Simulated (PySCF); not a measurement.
## Radial density of Pd²⁺ (palladium, charge +2)

UHF, [Kr] 4d7 5s1, high-spin 5F determinant (an excited configuration). Computed with PySCF 2.14 in aug-cc-pwCVTZ-PP with ECP28MDF (8s8p7d4f3g, 122 functions), with scalar relativity through the core potential. This is the valence pseudo-density: the core potential removes the inner electrons and smooths the orbitals near the nucleus.

| r (bohr) | 4πr²ρ (e/bohr) | 4πr²(ρα − ρβ) |
| --- | --- | --- |
| 0.0171 | 1.458e-05 | 0.0000 |
| 0.0288 | 3.666e-05 | 0.0000 |
| 0.0485 | 8.320e-05 | 0.0000 |
| 0.0815 | 0.0002582 | 0.0000 |
| 0.137 | 0.002264 | 0.0005 |
| 0.231 | 0.03388 | 0.0075 |
| 0.388 | 0.7947 | 0.1283 |
| 0.652 | 9.957 | 1.3391 |
| 1.10 | 14.57 | 2.6876 |
| 1.85 | 3.486 | 1.3891 |
| 3.10 | 0.4678 | 0.3817 |
| 5.22 | 0.01403 | 0.0137 |
| 8.78 | 1.211e-05 | 0.0000 |

Energies and moments cover only the electrons outside the core potential.
